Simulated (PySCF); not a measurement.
# Working out the ionisation energy of Cu²⁺

Cu²⁺ [Ar] 3d9 (2D) → Cu³⁺ [Ar] 3d8 (3F). Computed with PySCF 2.14 in cc-pVTZ-DK (7s6p4d2f1g, 68 functions), with scalar relativity by spin-free X2C-1e. Frozen: [Ar]. Energies in hartree (1 hartree = 27.21139 eV):

```
             part  Cu²⁺ (lower)  Cu³⁺ (upper)
              UHF  -1652.277061  -1651.027044
MP2 opposite-spin     -0.218605     -0.152566
    MP2 same-spin     -0.125411     -0.092512
```

Q: What does Hartree-Fock give?

A: (-1651.027044) − (-1652.277061) = 1.250017 hartree = 34.015 eV.

Q: What do MP2 and SCS-MP2 (6/5 opposite-spin, 1/3 same-spin) give?

A: The opposite-spin parts differ by 1.797 eV and the same-spin parts by 0.895 eV. MP2: 34.015 + (1.797) + (0.895) = 36.707 eV. SCS-MP2: 34.015 + 1.2 × (1.797) + (0.895)/3 = 36.470 eV.

Reference: 36.841 ± 0.012 eV (measured; NIST Atomic Spectra Database, ionization energies), between the lowest levels; spin-orbit coupling is absent from the calculation.

What remains against the reference includes basis incompleteness, the frozen core and correlation beyond second order.
